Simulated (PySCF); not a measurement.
Vertical excitations of a molecule C₄H₃FO₂ from TDA-PBE/def2-SVPD run with PySCF 2.14.0, as energy in eV (oscillator strength): 3.92 (0.000), 5.66 (0.108), 5.81 (0.133), 6.12 (0.000), 6.26 (0.010), 6.55 (0.043), 6.94 (0.000), 7.07 (0.007), 7.13 (0.020), 7.36 (0.128). Lowest triplet (TDA): 3.53 eV. Coordinates come from a PBE0-D3(BJ)/def2-SVP optimisation. One conformer was computed; it need not be the lowest.

Which molecule gave these data?
A) O=C1COC=C1F
B) Oc1occc1F
C) O=C1C=C(F)OC1
D) O=C[C@@]1(F)C=CO1

C, O=C1C=C(F)OC1
